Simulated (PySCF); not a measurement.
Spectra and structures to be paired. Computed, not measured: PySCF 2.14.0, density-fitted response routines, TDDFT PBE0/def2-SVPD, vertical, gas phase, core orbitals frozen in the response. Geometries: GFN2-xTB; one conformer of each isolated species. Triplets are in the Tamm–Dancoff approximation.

A. `C[C@@H](F)[C@H]1O[C@@H]1C`
B. `C1(C#C)CC(=N)C1`
C. `NCCC=S`
D. `C/N=C(\C#C)C=C`
E. `C=Cc1pcoc1SC`

Lowest singlet levels (six at most, fewer where fewer were computed) with oscillator strengths:

1. 4.04 eV (f 0.062); 4.73 eV (f 0.257); 4.83 eV (f 0.001); 5.25 eV (f 0.018); 5.49 eV (f 0.001); 5.66 eV (f 0.022); T1 2.95 eV
2. 4.02 eV (f 0.000); 5.30 eV (f 0.002); 5.31 eV (f 0.338); 5.65 eV (f 0.053); 6.49 eV (f 0.000); 6.56 eV (f 0.002); T1 3.10 eV
3. 7.90 eV (f 0.009); 7.97 eV (f 0.006); 8.15 eV (f 0.010); 8.27 eV (f 0.004); 8.37 eV (f 0.007); 8.49 eV (f 0.038); T1 7.62 eV
4. 2.39 eV (f 0.000); 3.91 eV (f 0.045); 5.90 eV (f 0.008); 6.06 eV (f 0.275); 6.27 eV (f 0.012); 6.44 eV (f 0.018); T1 1.87 eV
5. 5.07 eV (f 0.002); 6.45 eV (f 0.000); 6.56 eV (f 0.004); 6.62 eV (f 0.001); 6.78 eV (f 0.007); 6.87 eV (f 0.004); T1 4.34 eV

Question: Match each spectrum to its molecule.

Answer: 1 = E, 2 = D, 3 = A, 4 = C, 5 = B.
- A: S1 at 7.90 eV, HOMO→LUMO (89%); Löwdin shares by element: HOMO oxygen 60%, carbon 21% or more (atoms not listed hold the other 18%); LUMO carbon 44% or more (atoms not listed hold the other 56%); HOMO -8.09 and LUMO 0.91 eV.
- B: S1 at 5.07 eV, HOMO→LUMO (95%); Löwdin shares by element: HOMO nitrogen 50%, carbon 23% or more, hydrogen 7% or more (atoms not listed hold the other 20%); LUMO carbon 47% or more, nitrogen 28% (atoms not listed hold the other 25%); HOMO -7.30 and LUMO -0.35 eV.
- C: S1 at 2.39 eV, HOMO→LUMO (98%); S1 has the pattern of n→π* at C=S; HOMO -6.50 and LUMO -2.34 eV.
- D: S1 at 4.02 eV, HOMO-1→LUMO (99%); Löwdin shares by element: HOMO carbon 51% or more, nitrogen 24% (atoms not listed hold the other 25%); LUMO carbon 44% or more, nitrogen 28% (atoms not listed hold the other 28%); HOMO -7.39 and LUMO -1.70 eV; point group Cs, 2 of its 6 listed states under f = 0.0005.
- E: S1 at 4.04 eV, HOMO→LUMO (95%); Löwdin shares by element: HOMO carbon 40% or more, sulfur 29% (atoms not listed hold the other 32%); LUMO carbon 41% or more, phosphorus 36% (atoms not listed hold the other 22%); HOMO -5.98 and LUMO -1.12 eV; point group Cs.
D and E have S1 within 0.02 eV of each other; their strongest listed levels stand at 5.31 eV (f 0.338) and 4.73 eV (f 0.257).
